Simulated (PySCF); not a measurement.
C2H3ClSi (SMILES C#C[SiH2]Cl), singlet, at a GFN2-xTB geometry, with bond 5-1 at 2.4 times its length.

Input for PySCF:
```python
from pyscf import gto, scf, mcscf, mp
import numpy

mol = gto.Mole()
mol.atom = '''
    Si   -0.435180   -0.507243    0.497600
    Cl   -1.171506    0.888676   -0.767482
    C     1.409008   -0.481278    0.373870
    C     2.607392   -0.451704    0.281597
    H    -1.602053   -3.659680   -0.495572
    H    -0.825516   -0.159320    1.861252
    H     3.656607   -0.428116    0.202963
'''
mol.basis = '6-31g'
mol.charge = 0
mol.spin = 0
mol.verbose = 4
mol.build()

mf = scf.RHF(mol)
mf.kernel()
mc = mcscf.CASSCF(mf, 4, 4)
mc.fix_spin_(ss=0.0)
noons, natorbs = mcscf.addons.make_natural_orbitals(mp.MP2(mf).run())
mc.kernel(natorbs)
occ = numpy.linalg.eigvalsh(mc.fcisolver.make_rdm1(mc.ci, mc.ncas, mc.nelecas))[::-1]
ss = mc.fcisolver.spin_square(mc.ci, mc.ncas, mc.nelecas)[0]
print('natural occupations', occ.round(4), ' <S^2>', round(ss, 4))
```

Task: What is the computed SCF-reference HOMO energy (CASSCF(4,4)/6-31G run with PySCF)?

Result: -7.89 eV

Task: What number of basis functions does CASSCF(4,4)/6-31G give?

Result: 50

Task: Give the SCF-reference Mulliken (on the basis functions themselves) charges in atom order at the level CASSCF(4,4)/6-31G.

Result: Si1 0.91, Cl2 -0.32, C3 -0.38, C4 -0.33, H5 -0.11, H6 -0.11, H7 0.34
